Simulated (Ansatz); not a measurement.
Total energies of CH₂FGaS.

```xyz
6

F     0.259   -0.647    1.845
Ga   -1.549   -0.420    1.899
C     0.444    0.250   -0.935
S    -1.144    0.476   -0.967
H     1.057    0.457   -1.811
H     0.933   -0.117   -0.031
```

Total charge 0; spin multiplicity 1. Correlated methods include outer-core shells of Ga, which these sets cover unevenly. Scalar relativity is left out up to krypton. The bonds changed during the relaxation, so this is another structure than the one it started from. The geometry is a stationary point of PBE0-D4/def2-TZVP. Basis def2-TZVPP, Ansatz 0.2.0.

RPA on PBE orbitals: Hartree–Fock energy of these orbitals -2459.28029 Eh, correlation -1.25431 Eh (frozen core).

```
             functional  energy without D4 (Eh)  D4 term (kJ/mol)
            LDA (SPW92)             -2456.89836                 –
                    PBE             -2461.69246             -14.6
                 revPBE             -2462.04360             -39.4
                   BLYP             -2462.35844             -31.8
                 r2SCAN             -2462.18995              -3.2
                 B97M-V             -2461.78749                 –
                   PBE0             -2461.75695             -12.4
                  B3LYP             -2462.37290             -24.1
                r2SCANh             -2462.16777              -3.5
                r2SCAN0             -2462.13614              -4.0
HSE06 (plane-wave form)             -2461.74291             -11.8
                  BHLYP             -2462.20784             -20.8
              CAM-B3LYP             -2462.38249             -12.9
                LC-ωPBE             -2461.83113                 –
                ωB97X-V             -2462.00654                 –
                ωB97M-V             -2462.13270                 –
                 B2PLYP             -2461.72218                 –
               PBE-QIDH             -2461.30903                 –
```

B3LYP takes the VWN-RPA correlation (the form of Gaussian; ORCA's B3LYP/G). HSE06 is the plane-wave form, built on full-range PBE exchange. The double hybrids freeze the cores in their second-order part.

LC-ωPBE has ω = 0.4 bohr⁻¹.
